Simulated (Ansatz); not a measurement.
This geometry of BH3O3 + H2 (9 atoms, charge 0, multiplicity 1) is a first-order saddle point.

Theory: Ansatz, RKS revPBE-D4/def2-SVP.

```xyz
9
Properties=species:S:1:pos:R:3
B -0.213 -0.115 -0.005
O 1.283 0.512 -0.175
O -0.409 -1.365 -0.585
O -1.147 0.897 -0.236
H 0.926 0.294 0.951
H 0.073 -0.219 1.432
H 1.128 1.461 -0.368
H 0.319 -1.982 -0.404
H -1.961 0.519 -0.610
```

Question: Which two structures does it join? (They come from a converged band through this point; their orientation in space is the band's.)

Answer: Bonds broken: B1–O2, H5–H6. Bonds formed: B1–H6, O2–H5. BH3O3 + H2 becomes BH3O2 + H2O.

Initial state:

```xyz
9
Properties=species:S:1:pos:R:3
B -0.359 -0.091 -0.708
O 0.941 0.302 -0.445
O -0.645 -1.423 -0.926
O -1.365 0.852 -0.752
H 1.226 0.270 2.100
H 1.273 0.356 2.861
H 0.990 1.267 -0.323
H 0.162 -1.964 -0.865
H -2.223 0.433 -0.942
```

Final state:

```xyz
9
Properties=species:S:1:pos:R:3
B -0.625 -0.515 0.224
O 1.677 1.074 -0.075
O -0.541 -1.484 -0.744
O -1.225 0.689 -0.089
H 1.810 1.065 0.892
H -0.276 -0.682 1.379
H 0.771 1.439 -0.139
H -0.083 -2.279 -0.424
H -1.507 0.693 -1.025
```

Question: How far does it lie above each of them?

Answer: 2.06 eV above the first and 1.07 eV above the second. This is the barrier of this one path; another mechanism may lie lower. The orbitals stay closed-shell, which can raise the energy where a bond breaks towards radicals; this wasn't checked here.

Run time: 4.2 min on 2 threads of AMD EPYC 7R43 64-Core Processor (Zen 3), with other jobs on the host, peak memory 0.17 GiB.
